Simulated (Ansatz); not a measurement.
Consider the formal exchange of groups at a B–C bond: `CB(O)F` + `[F][AlH2]` → `O[B](F)[AlH][F]` + CH₄.

Gas-phase electronic energies from Ansatz, PBE0-D4/def2-TZVP geometries. CCSD(T)/CBS is the MP2 limit (def2-TZVPP, def2-QZVPP) plus CCSD(T) − MP2 in def2-TZVPP, frozen cores. This one scheme is used for every species. Functionals use def2-TZVPP. B3LYP here is the variant with VWN-RPA as its local correlation; programs differ in this. One conformer a species, not always the lowest.

| level | ΔE (kJ/mol) | difference from CCSD(T)/CBS |
| --- | --- | --- |
| BLYP-D4 | 27.5 | -8.3 |
| B3LYP-D4 | 33.1 | -2.7 |
| CAM-B3LYP-D4 | 37.5 | 1.7 |
| BLYP | 27.7 | -8.1 |
| r2SCANh | 37.0 | 1.2 |
| RPA@PBE/def2-TZVPP | 33.3 | -2.5 |
| CCSD/def2-SVP | 46.0 | 10.2 |
| CCSD(T)/def2-TZVPP | 36.5 | 0.7 |
| HF/CBS(def2) | 48.5 | 12.7 |
| CCSD/CBS(def2) | 38.2 | 2.4 |
| CCSD(T)/CBS | 35.8 | 0 |

Largest T1 diagnostic among the species: 0.014.

At CCSD(T), def2-SVP lies +8.3 kJ/mol from the extrapolated value and def2-TZVPP +0.7 kJ/mol. In def2-TZVPP, CCSD(T) changes the Hartree–Fock value by −12.0 kJ/mol (the triples alone add −2.4 kJ/mol) and MP2 by −7.7 kJ/mol.
